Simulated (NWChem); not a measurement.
## Atomisation of H$_{4}$Ge

SMILES: [GeH4]
```xyz
5

Ge     0.0000     0.0000     0.0000
H      0.0000    -1.2642    -0.8939
H      0.0000     1.2642    -0.8939
H      1.2642     0.0000     0.8939
H     -1.2642     0.0000     0.8939
```
Charge 0, spin multiplicity 1.

All runs are NWChem calculations. The geometry was optimised at PBE/def2-SVP, a minimum by its harmonic frequencies.

Basis set: def2-TZVP. The atomisation energy is electronic alone: no zero-point, thermal, spin-orbit or counterpoise terms. No value is extrapolated to the basis-set limit. Free atoms are single determinants with multiplicities Ge 3, H 2. Correlated methods freeze the same cores in atoms and molecule, 9 orbitals in all.

```
method     atomisation energy (kcal/mol)  relative cost
---------  -----------------------------  -------------
HF                                 224.5              1
BP86                               298.9        under 3
PBE0                               288.0        under 3
B3LYP                              293.6        under 3
PBE                                287.0        under 3
r2SCAN                             294.9        under 3
MP2                                276.6        under 3
CAM-B3LYP                          296.3              6
CCSD(T)                            287.2             10
```

The values span 74.4 kcal/mol, from HF (lowest) to BP86 (highest). The cost column gives rough processor time relative to HF; each entry includes its own SCF. Costs are the molecule's.

The Hamiltonian is non-relativistic. The correlated methods keep 9 core orbitals frozen. B3LYP has NWChem's definition, with VWN1-RPA local correlation. GW and range-separated runs recompute their integrals, the others keep them in memory, which bears on the times. The structure started from a generated list of species. The stability of the SCF solutions was not checked. Open-shell Hartree-Fock references start from PBE0 orbitals; any time given for them includes that run. Coupled-cluster values serve here as a point of comparison, not as the truth.
